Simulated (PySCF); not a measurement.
BeGeH3I, SMILES [GeH3][Be][I].

The structure is a stationary point at B3LYP-D3(BJ)/def2-TZVP. The def2 effective core potentials stand for the cores of I; spin–orbit coupling is left out.

All values below come from CAM-B3LYP/def2-TZVPD (PySCF).

Isolated molecule, no solvent.

| Property | Result |
|---|---|
| total energy | -2391.41875 hartree |
| point group | C3v |
| highest occupied level | -9.42 eV |
| lowest empty level | -0.45 eV |
| orbital gap | 8.97 eV |
| dipole moment | 0.26 D |
| quadrupole, principal values (traceless, Buckingham form, about the centre of nuclear charge) | -4.91, 2.46, 2.46 D·Å |
| mean static polarisability | 87.2 bohr³ (12.93 Å³) |
| polarisability, principal values | 73.9, 73.9, 114.0 bohr³ |
